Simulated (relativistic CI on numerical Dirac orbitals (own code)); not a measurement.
# Mn²⁺ in a cubic cluster: 1s photoemission with charge transfer

Computed with a charge-transfer multiplet model of a cubic metal-ligand cluster with up to 3 ligand holes, Slater and spin-orbit integrals from Dirac-Coulomb-Breit ions, Slater integrals scaled by 0.8. The ground state mixes d5 with configurations of k ligand holes L, whose averages lie at kΔ + k(k − 1)U_dd/2; a core hole lowers each added d electron by U_cd. 20 K, Lorentzian 1.1 eV and Gaussian 0.6 eV FWHM.

Atomic integrals in eV (Slater integrals scaled, ζ unscaled), ground: F2dd 8.204, F4dd 5.095, zeta_d 0.037; with the core hole: F2dd 9.649, F4dd 6.032, zeta_d 0.058, G2cd 0.049.

Cluster parameters (eV): U_dd = 6.8, U_cd = 8.6, 10Dq = 0.6, 10Dq(ligand) = 0.5, V(eg) = 2.85, V(t2g) = -1.5, final-state hopping factor = 1.

```csv
Case,n_d,d5,d6L,d7L2,d8L3,S
Δ = 3.7 eV,5.34,0.68,0.29,0.02,0.00,2.50
Δ = 6.7 eV,5.21,0.80,0.19,0.01,0.00,2.50
Δ = 7.7 eV,5.18,0.83,0.16,0.01,0.00,2.50
```

Weights, n_d and S are thermal averages at 20 K. Binding energies count from the first peak over 30 % of the highest in each spectrum, which can be another peak from case to case. The parameters are a model scan and need not match a compound or its usual spin state. Peaks in eV (height, largest 100):
- Δ = 3.7 eV: 0.0 (100), 3.7 (7), 8.3 (41), 14.4 (6)
- Δ = 6.7 eV: 0.0 (100), 8.1 (30)
- Δ = 7.7 eV: 0.0 (100), 8.2 (24)

Curve for Δ = 6.7 eV (points under 2 left out, the grid thinned):

```csv
E (eV),Intensity
-3.8,2.6
-3.5,3.0
-3.2,3.6
-2.8,4.7
-2.5,5.9
-2.2,7.6
-1.8,11.2
-1.5,15.9
-1.2,24.0
-0.9,38.5
-0.6,62.4
-0.2,96.4
0.1,96.7
0.4,72.7
0.8,39.1
1.1,24.5
1.4,16.3
1.7,11.5
2.0,8.6
2.4,6.3
2.7,5.2
3.0,4.5
3.4,3.9
3.7,3.8
4.0,4.1
4.3,4.5
4.6,4.7
5.0,4.1
5.3,3.6
5.6,3.4
6.0,3.6
6.3,4.2
6.6,5.3
6.9,7.4
7.2,11.1
7.6,20.3
7.9,27.8
8.2,29.0
8.6,19.8
8.9,12.5
9.2,7.9
9.5,5.3
9.8,3.8
10.2,2.6
10.5,2.1
```

For the case Δ = 6.7 eV, Δ = 6.7 eV is smaller than U_dd = 6.8 eV, the charge-transfer side of the Zaanen-Sawatzky-Allen scheme. With the core hole the configuration with one ligand hole lies at Δ − U_cd = -4.9, -1.9, -0.9 eV from the one without, in the order of the table; where this is negative the screened configuration lies lower, though the effective hopping of about 4.7 eV (from the holes of the mixed ground state) mixes the two strongly wherever it is as large as the gap.
